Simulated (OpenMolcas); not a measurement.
Re5+ (d2) among equal point charges was computed by CASSCF with the d shell active (OpenMolcas, ANO-RCC-VDZP on the metal). Its lowest spin-free states, and all those of the highest spin:

```json
{"2S+1": "3", "Degeneracy": "2", "E (cm-1)": "0.0"}
{"2S+1": "3", "Degeneracy": "1", "E (cm-1)": "979.6"}
{"2S+1": "3", "Degeneracy": "2", "E (cm-1)": "2376"}
{"2S+1": "3", "Degeneracy": "2", "E (cm-1)": "3343"}
{"2S+1": "1", "Degeneracy": "1", "E (cm-1)": "9646"}
{"2S+1": "1", "Degeneracy": "2", "E (cm-1)": "11706"}
{"2S+1": "1", "Degeneracy": "2", "E (cm-1)": "11712"}
{"2S+1": "3", "Degeneracy": "1", "E (cm-1)": "11937"}
{"2S+1": "1", "Degeneracy": "2", "E (cm-1)": "16762"}
{"2S+1": "1", "Degeneracy": "2", "E (cm-1)": "17426"}
{"2S+1": "3", "Degeneracy": "2", "E (cm-1)": "19575"}
{"2S+1": "1", "Degeneracy": "2", "E (cm-1)": "22213"}
```

**Question.** Is the site octahedral, tetrahedral or cube-like, axial, or of lower symmetry?

**Answer.** The states with 2S+1 = 3 have orbital degeneracies 2, 1, 2, 2, 1, 2. There are pairs but no triples, so the site is axial: not cubic, but with a proper or improper axis of order three or more. The run had Re5+ among 2 point charges of -1 e arranged as a linear pair (D∞h), 2.22 Å from the ion.

Without dynamic correlation the repulsion within the d shell is too large (B by tens of per cent), so at a given field states of lower spin stand too high. The ground term spreads over less than 5000 cm-1, several times less than with real ligands, so orbital moments are less quenched and χT lies further from the spin-only value than at real sites. This is an electrostatic model: the charges have no orbitals. No measured value stands beside these numbers.
